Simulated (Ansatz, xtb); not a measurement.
# C4H6BF3O: which of two isomers lies lower

Structure a is `FB(F)[C@@H]1OCC[C@@H]1F`, a singlet and structure b is `C=C(CB(F)F)OCF`, a singlet. Both are isolated molecules in the gas phase, relaxed with PBE-D3(BJ)/def2-SVP; the shapes shown needn't be the lowest conformers.

a (Å):

```yaml
atoms:
  - { symbol: C, position_ang: [-0.0568, -0.4952, 0.8821] }
  - { symbol: C, position_ang: [1.5902, 0.3210, -0.5227] }
  - { symbol: C, position_ang: [1.1795, -1.0331, -1.1097] }
  - { symbol: C, position_ang: [-0.1890, -1.2304, -0.4700] }
  - { symbol: B, position_ang: [-1.3485, 0.4182, 1.0446] }
  - { symbol: F, position_ang: [-1.3145, 1.7238, 0.8113] }
  - { symbol: F, position_ang: [-2.4988, -0.1092, 1.4620] }
  - { symbol: F, position_ang: [-1.1704, -0.5617, -1.2417] }
  - { symbol: O, position_ang: [1.1653, 0.2572, 0.8353] }
  - { symbol: H, position_ang: [0.0140, -1.2237, 1.7207] }
  - { symbol: H, position_ang: [1.0790, 1.1494, -1.0706] }
  - { symbol: H, position_ang: [2.6814, 0.5117, -0.5352] }
  - { symbol: H, position_ang: [1.1175, -1.0652, -2.2144] }
  - { symbol: H, position_ang: [1.8662, -1.8320, -0.7622] }
  - { symbol: H, position_ang: [-0.5171, -2.2855, -0.3813] }
```

b (Å):

```yaml
atoms:
  - { symbol: C, position_ang: [1.6743, -0.9391, -0.0887] }
  - { symbol: C, position_ang: [0.3427, -1.0773, -0.2255] }
  - { symbol: C, position_ang: [-0.3668, -1.6396, -1.4266] }
  - { symbol: C, position_ang: [-1.7541, -1.0113, 0.9143] }
  - { symbol: B, position_ang: [-1.3737, -0.6406, -2.1333] }
  - { symbol: F, position_ang: [-1.1210, 0.6649, -2.2149] }
  - { symbol: F, position_ang: [-2.3983, -1.1080, -2.8506] }
  - { symbol: F, position_ang: [-2.5554, -0.4527, -0.1046] }
  - { symbol: O, position_ang: [-0.4521, -0.5885, 0.8130] }
  - { symbol: H, position_ang: [2.0962, -0.4896, 0.8209] }
  - { symbol: H, position_ang: [2.3504, -1.2531, -0.8939] }
  - { symbol: H, position_ang: [0.3956, -1.9331, -2.1788] }
  - { symbol: H, position_ang: [-0.9114, -2.5776, -1.1821] }
  - { symbol: H, position_ang: [-2.1459, -0.6355, 1.8800] }
  - { symbol: H, position_ang: [-1.8693, -2.1158, 0.8317] }
```

Task: Which of the two would you expect CCSD(T)/def2-SVP + ΔMP2/def2-TZVPP electronic energies to favour?

Result: Structure a; the calculation gives E(b) − E(a) = +8.2 kcal/mol.

Level by level:

| level | geometry | E(b) − E(a) (kcal/mol) | departure from the last row (kcal/mol) | job, with rough time for the two |
| --- | --- | --- | --- | --- |
| GFN2-xTB | GFN2-xTB | +15.3 | +7.1 | optimisation, 0.69 s |
| HF/STO-3G | GFN2-xTB | +38.7 | +30.5 | single point, 0.48 s |
| r2SCAN-D4/def2-SVP | GFN2-xTB | +6.6 | −1.7 | single point, 4.4 s |
| PBE-D3(BJ)/def2-SVP | PBE-D3(BJ)/def2-SVP | +7.8 | −0.4 | optimisation, 50 s |
| HF/def2-SVP | PBE-D3(BJ)/def2-SVP | +7.8 | −0.4 | part of the CCSD(T) run |
| MP2/def2-SVP | PBE-D3(BJ)/def2-SVP | +8.6 | +0.4 | part of the CCSD(T) run |
| CCSD(T)/def2-SVP | PBE-D3(BJ)/def2-SVP | +7.6 | −0.6 | single point |
| CCSD(T)/def2-SVP + ΔMP2/def2-TZVPP | PBE-D3(BJ)/def2-SVP | +8.2 |  | single point, 2.9 min |

As drawn, b has 1 C=C in place of 2 C–C. Structure a has a 5-membered ring, b no ring.

The levels shown agree on the order. The largest departure from CCSD(T)/def2-SVP + ΔMP2/def2-TZVPP is that of HF/STO-3G, 30.5 kcal/mol. The last row adds to CCSD(T) the change of the MP2 difference between the two basis sets, here +0.6 kcal/mol.

With thermal terms from frequencies at re-optimised GFN2-xTB minima (ideal gas, soft modes damped towards free rotors, one conformer each, 298.15 K, 1 atm): on the last row, ΔE + ΔZPE = +6.2, ΔH = +6.9, ΔG = +5.6 kcal/mol.

The correlated steps freeze 9 core orbitals. Mirror images aren't counted in ΔG. Codes used: Ansatz 0.2.0, xtb 6.7.1; the last row on 4 threads of Arm Neoverse V1 on a shared host.
